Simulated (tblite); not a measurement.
C5H9OPSi.
Geometry (GFN2-xTB, Å), atoms numbered from 1 in this order:
```
atom  x, y, z in Å
C1    -2.5310    0.9277    2.2170
C2    -2.1339    0.3148    1.2614
Si3   -1.4967   -0.5415   -0.2615
P4    -2.0588    0.5525   -2.1302
O5     0.1204   -0.4641   -0.3559
C6     1.0839   -0.9533    0.4610
C7     2.3381   -0.5285    0.4159
C8     2.8335    0.5399   -0.5011
H9    -2.8821    1.4512    3.0598
H10   -1.9725   -1.9300   -0.1679
H11   -3.0449    1.3070   -1.5205
H12   -2.9736   -0.4014   -2.5403
H13    0.7594   -1.7207    1.1526
H14    3.0564   -0.9749    1.0867
H15    2.0315    0.8862   -1.1465
H16    3.2132    1.3831    0.0757
H17    3.6501    0.1641   -1.1163
```

Calculated harmonic vibrations of the isolated species, GFN2-xTB (tblite), most abundant isotopes, no scaling. The method is semi-empirical: single wavenumbers can be off by several per cent or more. Modes of hydrogen on phosphorus and silicon can be 10 to 20 % off. One conformer, not necessarily the lowest. The optimisation stopped once no atom felt more than 0.01 eV/Å.

Lowest wavenumbers of the output (negative numbers stand for imaginary wavenumbers):
```
mode    cm-1
  1     -53.0
  2      18.6
  3      60.2
  4      67.2
  5      93.0
  6     116.0
  7     148.3
  8     188.2
```

Q: Is this structure a minimum?

A: Not by this Hessian. 1 mode is imaginary beyond 20i (53i cm⁻¹), so at this level the point lies at or near a first-order saddle. The curvature is small, so loose convergence or finite differences may be the whole cause.

Q: Which atoms move in the imaginary mode?

A: 53i: H11 (P–H hydrogen) 47 %, H12 (P–H hydrogen) 46 %. These are shares of the mass-weighted motion.

Q: What is the remedy?

A: Step along that mode in both directions, optimise again with tighter thresholds and repeat the frequencies. The zero-point energy of this point (74.3 kcal/mol) counts the 44 real modes alone, and thermal corrections from it aren't those of a minimum.

Time: 1.2 s wall. Hardware: Arm Neoverse N1, one thread, shared host. The figure is for the frequency step alone.
